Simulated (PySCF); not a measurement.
Stepwise substitution at one centre (Ge OH-SH). Gas-phase values, no solvent. One relaxed conformer stands for each flexible species; it need not be the lowest. Strings in code marks are SMILES.

Level of theory: PySCF 2.14.0 with B3LYP-D3(BJ)/def2-TZVP. B3LYP has the VWN-RPA correlation part, as in Gaussian. Delta-SCF ions had no search for a lower state. Excitations are Tamm–Dancoff values on a coarser integration grid. The basis has no diffuse functions, so Rydberg states are missing or too high.

| species | S1–T1 gap (TDA) (eV) | vertical ionisation energy (Delta-SCF) (eV) | LUMO (eV) | T1 excitation (TDA) (eV) | HOMO (eV) |
|---|---|---|---|---|---|
| 0 of 4 OH replaced by SH (`[OH][Ge]([OH])([OH])[OH]`) | ___ | 11.29 | -0.75 | ___ | -8.92 |
| 1 of 4 OH replaced by SH (`[OH][Ge]([SH])([OH])[OH]`) | 0.45 | 10.13 | -0.85 | 5.19 | -7.61 |
| 2 of 4 OH replaced by SH (`[OH][Ge]([OH])([SH])[SH]`) | 0.41 | 9.73 | -1.11 | 4.94 | -7.59 |
| 3 of 4 OH replaced by SH (`[SH][Ge]([SH])([SH])[OH]`) | ___ | 9.23 | -1.51 | 4.31 | ___ |
| 4 of 4 OH replaced by SH | 0.33 | ___ | -1.85 | ___ | -7.22 |

Q: Fill in the missing entries.

A: 
- 0 of 4 OH replaced by SH (`[OH][Ge]([OH])([OH])[OH]`), S1–T1 gap (TDA) (eV): 0.44
- 0 of 4 OH replaced by SH (`[OH][Ge]([OH])([OH])[OH]`), T1 excitation (TDA) (eV): 6.57
- 3 of 4 OH replaced by SH (`[SH][Ge]([SH])([SH])[OH]`), S1–T1 gap (TDA) (eV): 0.39
- 3 of 4 OH replaced by SH (`[SH][Ge]([SH])([SH])[OH]`), HOMO (eV): -7.26
- 4 of 4 OH replaced by SH, vertical ionisation energy (Delta-SCF) (eV): 9.08
- 4 of 4 OH replaced by SH, T1 excitation (TDA) (eV): 4.03
